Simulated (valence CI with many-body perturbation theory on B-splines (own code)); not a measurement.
Hyperfine factors and g values of Cr9+

Computed by valence CI with perturbative core correlation (CI+MBPT): five valence electrons over a frozen Dirac-Fock core [Ne], radial functions for each j: 9 s, 9 p, 8 d, 6 f, 3 g, 1 h, with the one-electron correlation potential Σ1, the two-electron term Σ2, the three-electron term Σ3, Breit, model QED; selected CI, second order for the rest, scaled by the run's own slope (own B-spline code, finite nucleus).

No measured levels were compared; by estimate levels of excited configurations hold to 0.05 to 0.15 % of their energy, terms of the ground configuration to about 0.5 %. Among the levels kept, up to 670 cm⁻¹ of a level comes from second order outside the variational space, and about a tenth of that is noise between levels of different J, which matters for small intervals.

A/g_I is the dipole constant over the nuclear g factor μ/I (μ in nuclear magnetons, uniformly magnetised nucleus), B/Q the quadrupole constant per barn. Both hold the static response of the core; the bare values leave it out. Large factors of s and p1/2 electrons are usually good to 5 to 10 %; those of open d and f shells near neutrality can be off by tens of per cent, and small factors of p3/2, d and f electrons come from cancelling terms and can be off by a factor of two or in sign, in half-filled shells by more. B is blank for J = 1/2, where it vanishes, and for nearly pure S terms. Energies count from the lowest level.

Names give the largest LS component (configuration and term), which can be under half, so a name can repeat, a term be missing and a line seem to break the LS rules; names also repeat where a configuration has a term twice. Letters in brackets count levels of one name in rising energy.

| Level | E (cm⁻¹) | g | A/g_I (MHz) | A/g_I bare | B/Q (MHz/b) | B/Q bare |
| --- | --- | --- | --- | --- | --- | --- |
| 3s2 3p3 4S°_3/2 | 0 | 1.992 | 523 | 712 |  |  |
| 3s2 3p3 2D°_3/2 | 37339 | 0.844 | 3080 | 2910 | 3800 | 3600 |
| 3s2 3p3 2D°_5/2 | 39694 | 1.200 | 5430 | 5190 | -43.8 | -40.4 |
| 3s2 3p3 2P°_1/2 | 64265 | 0.665 | 15000 | 14100 |  |  |
| 3s2 3p3 2P°_3/2 | 67487 | 1.298 | 3090 | 3010 | -3870 | -3660 |
| 3s 3p4 4P_5/2 | 233870 | 1.597 | 12200 | 11600 | 4770 | 4510 |
| 3s 3p4 4P_3/2 | 239960 | 1.732 | 11300 | 10900 | -3830 | -3630 |
| 3s 3p4 4P_1/2 | 242900 | 2.665 | 25100 | 23900 |  |  |
| 3s 3p4 2D_3/2 | 289790 | 0.806 | -3060 | -2790 | -6980 | -6600 |
| 3s 3p4 2D_5/2 | 290770 | 1.203 | 12900 | 12200 | -9990 | -9440 |
| 3s2 3p2 3d 2P_3/2 [a] | 333520 | 1.328 | -701 | -457 | 2280 | 2170 |
| 3s 3p4 2P_1/2 | 337570 | 0.969 | 12900 | 12000 |  |  |
| 3s 3p4 2S_1/2 | 349150 | 1.698 | 37400 | 35100 |  |  |
| 3s2 3p2 3d 4F_3/2 | 367720 | 0.416 | 2150 | 2070 | -1080 | -962 |
| 3s2 3p2 3d 4F_5/2 | 370060 | 1.040 | 1370 | 1420 | -250 | -171 |
| 3s2 3p2 3d 4F_7/2 | 373470 | 1.243 | 1380 | 1440 | -1050 | -905 |
| 3s2 3p2 3d 4F_9/2 | 377840 | 1.331 | 1940 | 1970 | -4360 | -4010 |
| 3s2 3p2 3d 2F_5/2 [a] | 380670 | 0.954 | 3540 | 3410 | -253 | -196 |
| 3s2 3p2 3d 2F_7/2 [a] | 383310 | 1.276 | 1580 | 1640 | 2310 | 2230 |
| 3s2 3p2 3d 4D_1/2 | 383570 | 0.003 | 5400 | 5080 |  |  |
| 3s2 3p2 3d 4D_3/2 | 384290 | 1.186 | 2570 | 2580 | -1140 | -1080 |
| 3s2 3p2 3d 4D_5/2 | 386920 | 1.263 | 2160 | 2180 | -93.9 | -71.9 |
| 3s2 3p2 3d 4D_7/2 | 392800 | 1.288 | 1500 | 1560 | 1990 | 1930 |
| 3s2 3p2 3d 2G_7/2 | 423960 | 0.891 | 3400 | 3270 | 10100 | 9620 |
| 3s2 3p2 3d 2G_9/2 | 425630 | 1.113 | 2540 | 2490 | 11400 | 10900 |
| 3s2 3p2 3d 2P_3/2 [b] | 433390 | 1.323 | -888 | -628 | 1320 | 1250 |
| 3s2 3p2 3d 2P_1/2 [a] | 441100 | 0.716 | 8340 | 7740 |  |  |
| 3s2 3p2 3d 4P_5/2 | 442210 | 1.589 | 869 | 1040 | 453 | 460 |
| 3s2 3p2 3d 4P_3/2 | 445160 | 1.701 | 904 | 1120 | -200 | -222 |
| 3s2 3p2 3d 4P_1/2 | 446970 | 2.610 | 2270 | 2450 |  |  |
| 3s2 3p2 3d 2D_3/2 [a] | 453130 | 0.838 | 1730 | 1750 | 771 | 778 |
| 3s2 3p2 3d 2D_5/2 [a] | 460460 | 1.208 | 1880 | 1910 | 157 | 223 |
| 3s2 3p2 3d 2D_5/2 [b] | 477220 | 1.200 | 3590 | 3510 | 2430 | 2300 |
| 3s2 3p2 3d 2D_3/2 [b] | 477360 | 0.807 | 2240 | 2130 | -77.9 | -90.6 |
| 3s2 3p2 3d 2P_1/2 [b] | 492210 | 0.809 | -2500 | -2330 |  |  |
| 3s2 3p2 3d 2P_3/2 [c] | 497010 | 1.326 | 1100 | 1230 | -2220 | -2110 |
| 3s2 3p2 3d 2S_1/2 | 498790 | 1.865 | 12000 | 11500 |  |  |
| 3s2 3p2 3d 2F_5/2 [b] | 499110 | 0.890 | 1340 | 1340 | 1010 | 1030 |
| 3s2 3p2 3d 2F_7/2 [b] | 501370 | 1.142 | 2690 | 2650 | -1530 | -1370 |
| 3s2 3p2 3d 2D_5/2 [c] | 520030 | 1.169 | 1410 | 1440 | -990 | -873 |

Q: Take the isotope of mass number 53, with I = 3/2, μ = -0.47431 μN and Q = -0.15 b. What is the hyperfine structure of 3s 3p4 4P_3/2?

A: From the table A = -3590 MHz, B = 575 MHz. Shifts from the centre of gravity in MHz: F = 0: 14200, F = 1: 10000, F = 2: 2260, F = 3: -7930.
